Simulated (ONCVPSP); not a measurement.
How hard is this samarium (Sm) ONCV potential?

Sm, optimised norm-conserving Vanderbilt (ONCV), made with ONCVPSP 4.0.1 (PBE, non-relativistic). Core [Kr] 4d10 4f5, reference 5s2 5p6 5d1 6s1.75 6p0.25. Waves: 5s+6s: rc 2.80 bohr, ncon 4, nbas 8, qcut 3.3 1/bohr, 2 projectors; 5p+6p: rc 3.25 bohr, ncon 5, nbas 9, qcut 4.8 1/bohr, 3 projectors, debl 0.8 Ha; 5d: rc 2.15 bohr, ncon 5, nbas 9, qcut 4 1/bohr, 2 projectors, debl 3.5 Ha. Local part: polynomial inside 2.15 bohr (lpopt 5, dvloc0 4 Ha). Core correction: Teter function fitted to the true core (icmod 2), fcfact 0.45.

Question: For each optimised wave give the share of its norm inside rc, the residual kinetic energy above qcut (Ha) and the cutoffs (Ha) for errors of 10, 1, 0.1 and 0.01 mHa per electron.

Answer:

```json
{"wave": "5s", "norm inside rc": "0.987", "residual KE": "1.7e-05", "10 mHa": "2.4", "1 mHa": "3.3", "0.1 mHa": "4.0", "0.01 mHa": "12.6"}
{"wave": "6s", "norm inside rc": "0.130", "residual KE": "1.6e-04", "10 mHa": "1.9", "1 mHa": "2.8", "0.1 mHa": "6.8", "0.01 mHa": "26.6"}
{"wave": "5p", "norm inside rc": "0.986", "residual KE": "9.5e-09", "10 mHa": "4.8", "1 mHa": "6.5", "0.1 mHa": "7.9", "0.01 mHa": "8.9"}
{"wave": "6p", "norm inside rc": "0.087", "residual KE": "3.8e-08", "10 mHa": "3.1", "1 mHa": "4.9", "0.1 mHa": "6.3", "0.01 mHa": "7.4"}
{"wave": "p projector 3", "norm inside rc": "0.314", "residual KE": "1.5e-06", "10 mHa": "4.7", "1 mHa": "6.1", "0.1 mHa": "7.1", "0.01 mHa": "8.6"}
{"wave": "5d", "norm inside rc": "0.390", "residual KE": "6.0e-04", "10 mHa": "5.6", "1 mHa": "7.6", "0.1 mHa": "11.1", "0.01 mHa": "25.5"}
{"wave": "d projector 2", "norm inside rc": "0.114", "residual KE": "1.1e-02", "10 mHa": "8.1", "1 mHa": "10.0", "0.1 mHa": "18.4", "0.01 mHa": "30.2"}
```

The occupied waves need 7.6 Ha and 11 Ha for 1 and 0.1 mHa.
